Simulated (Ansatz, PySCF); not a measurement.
C₂HCl₂, SMILES Cl[C]=CCl, multiplicity 2. Atoms are numbered in the order given.

```xyz
5

Cl    -0.3689     1.7988     0.0000
C      0.8627     0.6707     0.0000
C      0.9587    -0.6449     0.0000
Cl    -0.4305    -1.7181     0.0000
H      1.9231    -1.1573     0.0000
```
Charge 0, spin multiplicity 2.

The structure is a stationary point at B3LYP-D3(BJ)/def2-SVP. The isomer is the one that the SMILES or the coordinates give; other isomers of the formula were not compared.

Two levels are set side by side: PBE-D3(BJ)/def2-SVP (Ansatz, a first-principles code) and B3LYP-D3(BJ)/def2-SVP (Ansatz). Each level has its own optimised geometry; the coordinates shown are those of the second. Frequencies come from the Hessian of PySCF at each geometry. Differences are taken from unrounded values.

```csv
quantity,B3LYP-D3(BJ)
mean bond length (Å),1.459
bond Cl1–C2 (Å),1.670
bond C2–C3 (Å),1.319
bond C3–Cl4 (Å),1.755
bond C3–H5 (Å),1.092
highest harmonic wavenumber (cm⁻¹),3211
mean harmonic wavenumber (cm⁻¹),1045
zero-point energy (kcal/mol),13.44
```

Task: What does PBE-D3(BJ) give, and how far is it from B3LYP-D3(BJ)? (The exact figures need the calculation; the answer reports its results.)

Result: 
| quantity | PBE-D3(BJ) | PBE-D3(BJ) minus B3LYP-D3(BJ) |
|---|---|---|
| mean bond length (Å) | 1.463 | 0.004 |
| bond Cl1–C2 (Å) | 1.668 | -0.002 |
| bond C2–C3 (Å) | 1.329 | 0.009 |
| bond C3–Cl4 (Å) | 1.755 | 0.000 |
| bond C3–H5 (Å) | 1.101 | 0.008 |
| highest harmonic wavenumber (cm⁻¹) | 3141 | -69 |
| mean harmonic wavenumber (cm⁻¹) | 1017 | -28 |
| zero-point energy (kcal/mol) | 13.09 | -0.36 |
